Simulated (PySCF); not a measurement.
# Bond lengths and vibrations by method: B2GeH3N

These are calculations, not measurements. They come from PySCF 2.14.0, an open-source quantum chemistry program, on an isolated molecule that a program drew, which may never have been made. The molecule is B2GeH3N (charge 0, singlet), drawn as the SMILES string `BN=[B][GeH]`.

The geometry was optimised and harmonic frequencies were computed with HF and MP2, all in the cc-pVDZ basis, for the commonest isotopes, with a restricted reference for singlets and an unrestricted one otherwise, and a frozen core in MP2. Germanium has the cc-pVDZ-PP basis, with a core potential (ECP10MDF) in place of its 10 inner electrons, and its 3s, 3p and 3d shells are frozen in MP2. Each result is a local minimum of its method.

Geometry at the HF minimum:
```xyz
7
B2GeH3N, angstrom
B    -1.7259    0.2132    2.6771
N    -1.3332   -0.1037    1.3679
B    -0.9956   -0.3773    0.1954
Ge   -0.3182   -0.9154   -1.7289
H    -2.5046   -0.4944    3.2595
H    -1.2832    1.1916    3.2184
H    -1.4755   -0.0955   -2.4221
```

Lengths of the bonds as drawn, in Å (atoms numbered as above):
| bond | HF | MP2 |
|---|---|---|
| B1-N2 | 1.403 | 1.414 |
| N2-B3 | 1.250 | 1.284 |
| B3-Ge4 | 2.110 | 2.093 |
| B1-H5 | 1.203 | 1.208 |
| B1-H6 | 1.203 | 1.208 |
| Ge4-H7 | 1.579 | 1.588 |

Rotational constants, in GHz:
| constant | HF | MP2 |
|---|---|---|
| A | 107.8 | 105.1 |
| B | 1.407 | 1.396 |
| C | 1.406 | 1.395 |

Harmonic frequencies in cm^-1, each column in rising order, so a row needn't be the same motion in every method:
| rank | HF | MP2 |
|---|---|---|
| 1 | 114 | 105 |
| 2 | 123 | 107 |
| 3 | 218 | 259 |
| 4 | 303 | 269 |
| 5 | 329 | 285 |
| 6 | 342 | 338 |
| 7 | 742 | 677 |
| 8 | 1013 | 951 |
| 9 | 1103 | 1041 |
| 10 | 1108 | 1057 |
| 11 | 1356 | ? |
| 12 | 2030 | 1886 |
| 13 | 2068 | 1983 |
| 14 | 2654 | 2616 |
| 15 | 2716 | 2700 |

**Estimate the missing MP2 frequency from the HF column.**

A single factor s that minimises the squared misfit of MP2 against s times HF over the other rows is sum(HF x MP2) / sum(HF^2) = 0.9681, with an rms misfit of 39 cm^-1. For rank 11 it gives 0.9681 x 1356 = 1313 cm^-1. The calculation gives 1284 cm^-1, 29 cm^-1 below the estimate. The drawn bonds are on average 0.7 % longer in MP2 than in HF.
